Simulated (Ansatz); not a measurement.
`N=C1OB1F`. Charge 0, multiplicity 1. Geometry: relaxed with PBE0-D4/def2-TZVP. It is one conformer, not always the lowest.

```xyz
6

N    -1.320   -0.836   -0.358
C    -0.312   -0.175   -0.104
O     0.127    1.052   -0.798
B     0.905    0.620    0.206
F     2.005    0.977    0.794
H    -1.405   -1.639    0.260
```

What is the dipole moment at ωB97M-V/def2-TZVPP? (An estimate is asked.)

Ansatz gave: 2.38 D, with components (0.98, -1.19, 1.81) D in this frame, pointing from negative to positive charge.

And with PBE, r2SCAN, B3LYP? (Best estimate.)

Computed: PBE 2.14 D, r2SCAN 2.23 D, B3LYP 2.32 D.

Give the Mulliken charges with ωB97M-V, B3LYP, r2SCAN in def2-TZVPP. (An estimate is asked.)

Computed: 
| atom | ωB97M-V | B3LYP | r2SCAN |
| --- | --- | --- | --- |
| N1 | -0.15 | -0.15 | -0.22 |
| C2 | 0.19 | 0.18 | 0.19 |
| O3 | -0.21 | -0.20 | -0.21 |
| B4 | 0.26 | 0.22 | 0.31 |
| F5 | -0.24 | -0.23 | -0.25 |
| H6 | 0.15 | 0.17 | 0.19 |

B3LYP here is the variant with VWN-RPA as its local correlation; programs differ in this.
